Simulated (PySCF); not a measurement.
This PySCF input asks for the NMR shieldings of SMILES CBOCC1CC1, C₅H₁₁BO; the geometry comes from GFN2-xTB.

```python
import basis_set_exchange as bse
import numpy as np
from pyscf import gto, dft
from pyscf.prop import nmr

atoms = """
C     2.516526    0.086667    0.824032
B     2.004987   -0.933568   -0.291739
O     0.922776   -0.766766   -1.040832
C     0.011448    0.309928   -0.975727
C    -1.373111   -0.203468   -0.648847
C    -2.391357    0.730764   -0.069360
C    -1.796002   -0.348192    0.782279
H     1.797925    0.177570    1.637693
H     3.460657   -0.222902    1.261967
H     2.658970    1.087139    0.416803
H     2.587191   -1.927072   -0.528811
H     0.323066    1.048565   -0.229356
H     0.006774    0.788874   -1.964181
H    -1.719939   -0.956273   -1.345669
H    -2.092923    1.750632    0.121173
H    -3.418024    0.633690   -0.386723
H    -1.096069   -0.057635    1.550936
H    -2.411652   -1.191633    1.054711
"""
names = dict.fromkeys(["C", "B", "O", "H"], "pcSseg-1")
basis = {el: gto.basis.parse(bse.get_basis(n, elements=[el], fmt="nwchem")) for el, n in names.items()}
mol = gto.M(atom=atoms, basis=basis, charge=0, verbose=0)
mf = dft.RKS(mol, xc="PBE0")
mf.grids.level = 2
mf.grids.alignment = dft.numint.BLKSIZE   # the property module wants whole blocks of grid points
mf.conv_tol = 1e-9
mf.kernel()

calc = nmr.RKS(mf)   # GIAO
C = mf.mo_coeff
Co = C[:, mf.mo_occ > 0]
resp = mf.gen_response(singlet=True, hermi=2)
def vind(x):   # induced exchange potential for any number of trial vectors
    d = np.einsum("pi,xij,qj->xpq", C, 2 * x.reshape(-1, C.shape[1], Co.shape[1]), Co, optimize=True)
    return np.einsum("xpq,pi,qj->xij", resp(d - d.transpose(0, 2, 1)), C, Co, optimize=True).ravel()
mo1, _ = nmr.rhf.solve_mo1(calc, with_cphf=vind)
sigma = calc.kernel(mo1)
for i, s in enumerate(sigma):   # ppm
    w = np.linalg.eigvalsh((s + s.T) / 2)
    print("%2d %-2s iso %8.1f  s11 %8.1f  s22 %8.1f  s33 %8.1f" % (i, mol.atom_pure_symbol(i), w.mean(), *w))
```

Task: Give the expected output.

Result: 
```
 0 C  iso    184.7  s11    172.1  s22    189.2  s33    192.7
 1 B  iso     52.7  s11      7.4  s22     51.9  s33     98.7
 2 O  iso    114.0  s11    -77.7  s22     85.4  s33    334.2
 3 C  iso    111.7  s11     80.4  s22    107.7  s33    146.9
 4 C  iso    169.9  s11    135.5  s22    160.3  s33    213.9
 5 C  iso    183.9  s11    158.6  s22    178.5  s33    214.7
 6 C  iso    180.1  s11    147.7  s22    175.5  s33    216.9
 7 H  iso     31.7  s11     26.5  s22     31.8  s33     36.7
 8 H  iso     31.0  s11     27.7  s22     27.9  s33     37.6
 9 H  iso     31.6  s11     26.8  s22     31.0  s33     36.8
10 H  iso     26.3  s11     24.1  s22     26.4  s33     28.4
11 H  iso     28.5  s11     23.6  s22     28.8  s33     33.1
12 H  iso     27.0  s11     21.8  s22     27.6  s33     31.5
13 H  iso     30.3  s11     24.0  s22     27.9  s33     39.2
14 H  iso     31.6  s11     25.6  s22     29.1  s33     40.2
15 H  iso     31.2  s11     25.3  s22     26.6  s33     41.6
16 H  iso     31.6  s11     26.1  s22     28.6  s33     40.2
17 H  iso     31.2  s11     25.4  s22     26.7  s33     41.4
```

These numbers come from an equivalent density-fitted implementation of the same equations, which agrees with the script to about 0.01 ppm for H and up to a few tenths of a ppm for heavy atoms, so last digits may differ.

Size and cost of the density-fitted run: 174 basis functions, 16 s wall time on 1 thread of an Intel Xeon 6975P-C, shared host; peak memory 0.86 GiB.
